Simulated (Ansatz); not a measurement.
Reaction (redistribution): `N#[C][In]([F])[Cl]` + `CC(O)[SiH3]` → `[CH3][In]([F])[C]#N` + `OC([SiH3])Cl`

Computed with Ansatz on PBE0-D4/def2-TZVP structures; ΔE is electronic, products minus reactants. CCSD(T)/CBS adds triple-zeta CCSD(T) − MP2 to the extrapolated MP2 energy (def2 sets, frozen cores). DFT in def2-TZVPP. def2 core potentials past Kr. For In outer-core shells are correlated without core-valence functions, which leaves a few kJ/mol of doubt a bond. Each species was taken in one conformer, which may not be the lowest.

`N#[C][In]([F])[Cl]`:

```xyz
5

N    -1.542   -1.446   -1.547
C    -0.842   -0.820   -0.879
In    0.392    0.325    0.345
F     2.296    0.193    0.097
Cl   -0.304    1.748    1.984
```

`CC(O)[SiH3]`:

Z-matrix (Å, degrees):
```
C
C 1 1.518
H 1 1.093 2 111.2
H 1 1.096 2 110.8 3 119.4
H 1 1.093 2 111.0 3 -120.8
O 2 1.423 1 111.9 3 -179.8
Si 2 1.896 1 112.6 3 60.8
H 2 1.102 1 108.7 3 -58.0
H 6 0.962 2 108.5 1 55.2
H 7 1.487 2 109.8 1 58.6
H 7 1.485 2 110.6 1 179.9
H 7 1.489 2 108.6 1 -60.4
```

`[CH3][In]([F])[C]#N`:

Cartesian coordinates in Å:
```
C -0.764 -0.394 -1.252
In -0.045 0.252 0.630
F -1.330 0.922 1.932
C 1.879 0.348 1.494
N 2.957 0.373 1.902
H 0.057 -0.741 -1.877
H -1.274 0.440 -1.735
H -1.480 -1.200 -1.094
```

`OC([SiH3])Cl`:

Z-matrix (Å, degrees):
```
C
Si 1 1.902
Cl 1 1.826 2 106.8
O 1 1.378 2 109.8 3 -121.4
H 1 1.094 2 112.4 3 112.4
H 2 1.481 1 108.6 3 60.8
H 2 1.483 1 107.9 3 -59.7
H 2 1.486 1 108.9 3 -178.8
H 4 0.963 1 109.7 2 -175.5
```

```json
{"level": "BLYP-D4", "ΔE (eV)": "1.00"}
{"level": "PBE0-D4", "ΔE (eV)": "1.10"}
{"level": "ωB97X-V", "ΔE (eV)": "1.15"}
{"level": "ωB97M-V", "ΔE (eV)": "1.12"}
{"level": "PBE-QIDH", "ΔE (eV)": "1.16"}
{"level": "r2SCAN", "ΔE (eV)": "1.09"}
{"level": "r2SCANh", "ΔE (eV)": "1.11"}
{"level": "MP2/def2-QZVPP", "ΔE (eV)": "1.11"}
```

Q: What does CCSD(T)/CBS give? (Estimate.)

A: The calculation gave: +1.13 eV. The listed levels differ from it by -0.13, -0.03, 0.02, -0.01, 0.03, -0.04, -0.02, -0.02 eV.

Largest T1 diagnostic among the species: 0.016.

At CCSD(T), def2-SVP lies +0.24 eV from the extrapolated value and def2-TZVPP +0.00 eV. In def2-TZVPP, CCSD(T) changes the Hartree–Fock value by −0.25 eV (the triples alone add −0.04 eV) and MP2 by −0.27 eV. From BLYP to BHLYP (50 % exact exchange), in def2-TZVPP and without D4, ΔE moves by +0.22 eV.
